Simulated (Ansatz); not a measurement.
C3H6BI can be A, `BC(=C)CI`, or B, `C=C(I)BC`.

Calculated with Ansatz (gas phase, PBE0-D4/def2-TZVP geometries, no zero-point term in ΔE). CBS: MP2 limit from def2 TZ/QZ plus the TZ coupled-cluster correction, frozen cores. Functionals use def2-TZVPP. B3LYP here is the variant with VWN-RPA as its local correlation; programs differ in this. Elements past krypton have def2 core potentials. For I outer-core shells are correlated without core-valence functions, which leaves a few kJ/mol of doubt a bond. Each species was taken in one conformer, which may not be the lowest.

**Question.** Which isomer does CCSD(T)/CBS put lower? Give the gap. (Estimate.)

**Answer.** Ansatz gave: B, by 11.5 kcal/mol.

**Question.** Give E(B) − E(A) in kcal/mol with HF/def2-TZVPP, PBE0-D4, PBE-D4, CCSD/def2-TZVPP, ωB97M-V, MP2/def2-TZVPP, B3LYP-D4. (Estimate.)

**Answer.** Computed: HF/def2-TZVPP -9.1, PBE0-D4 -12.5, PBE-D4 -13.1, CCSD/def2-TZVPP -11.0, ωB97M-V -12.3, MP2/def2-TZVPP -11.5, B3LYP-D4 -11.6. None reverses the order clearly.

Largest T1 diagnostic: 0.010.

In def2-TZVPP, CCSD(T) changes the Hartree–Fock value by −2.2 kcal/mol (the triples alone add −0.2 kcal/mol) and MP2 by −2.4 kcal/mol.
